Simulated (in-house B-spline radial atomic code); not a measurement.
A run on an ion of nuclear charge 69 with 69.8 electrons that did not converge. Method: scalar-relativistic (X2C) wB97X, spin-polarised, spherical fractional occupations, Fermi nucleus of rms radius 5.2256 fm; computed with a B-spline radial code for spherical atoms.

Command:
```bash
python run_scf.py task.json out
```
Settings (nuclear radius in fm, mass in u):
```
Z                69
configuration    [Xe] 4f13.8 6s2
hamiltonian      x2c
method           wb97x
spin_polarised   True
nucleus          fermi
rms_radius       5.2256
atomic_mass      168.93422
speed_of_light   137.035999084
```

First and last ten iterations of the last attempt (damped for 15 steps, keeping 80 % of the old Fock matrix, then DIIS):
```
 iter        energy (Eh)    residual
    1      -13566.060247    5.07e-01
    2      -13458.549460    1.01e+00
    3      -13561.413511    4.37e-01
    4      -13566.129017    1.89e-01
    5      -13567.487866    7.30e-02
    6      -13567.779380    3.90e-02
    7      -13567.846876    2.99e-02
    8      -13567.876568    2.29e-02
    9      -13567.894769    1.80e-02
   10      -13567.906663    1.49e-02
  111      -13567.924075    1.06e-02
  112      -13567.910240    1.61e-02
  113      -13567.919871    1.27e-02
  114      -13567.922420    1.15e-02
  115      -13567.927928    8.37e-03
  116      -13567.933099    3.45e-03
  117      -13567.934403    8.08e-04
  118      -13567.934634    6.54e-04
  119      -13567.934694    5.59e-04
  120      -13567.934692    4.66e-04
 not converged after 120 iterations
```

The smallest residual met was 4.7e-04; the threshold is about 7e-07. No energy from this run should be used. Cost of the run: 27 s on 1 thread of Arm Neoverse V2 (shared host).
